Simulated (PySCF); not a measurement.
## State search for BiF

Unrestricted PBE0; PySCF, scalar-relativistic core potentials, basis sets Bi aug-cc-pVDZ-PP with ECP60, F aug-cc-pVDZ. Outer shells of the fragments: Bi 5d10 6s2 6p3; F 2s2 2p5.

Followed along the bond (rough minima from three points):

```tsv
2Ms+1	unpaired	⟨S²⟩ at the start	R at minimum (Å)	Te (eV)
3	π ↑↑	2.00	2.06	0.00
1	π ↑↓	1.00	2.06	0.33
1	none	0.00	2.06	1.22
5	σ ↑↑, π ↑↑	6.00	none in the scan	≤ 5.25
```

Solutions found at the starting distance of 2.075 Å, counted from the lowest of them; the search is not exhaustive and high or unbound solutions are not listed, so other states can lie among these:

| 2Ms+1 | unpaired | term | E (eV) | ⟨S²⟩ | ⟨Lz²⟩ | μ (D) |
| --- | --- | --- | --- | --- | --- | --- |
| 3 | π ↑↑ | ³Σ⁻ | 0.00 | 2.00 | 0.00 | -3.49 |
| 1 | π ↑↓ | mixed | 0.33 | 1.00 | 2.01 | -3.45 |
| 1 | none | mixed | 1.22 | 0.00 | 2.00 | -3.28 |
| 3 | σ ↑, π ↑ | ³Π | 2.45 | 2.00 | 1.00 | -2.54 |
| 1 | σ ↓, π ↑ | mixed | 2.74 | 1.00 | 1.01 | -2.32 |
| 5 | σ ↑↑, π ↑↑ | ⁵Σ⁻ | 6.02 | 6.00 | 0.00 | 0.65 |

A term symbol is given only where ⟨S²⟩ and ⟨Lz²⟩ are close to those of a pure state; real π, δ and φ orbitals otherwise mix terms. A positive dipole means Bi(−)F(+).

These are scalar-relativistic numbers at best; spin–orbit coupling would shift them, the dissociation energy most. Counting both spins, an empty level lies below a filled one in some of these solutions, because spin and occupation are held.
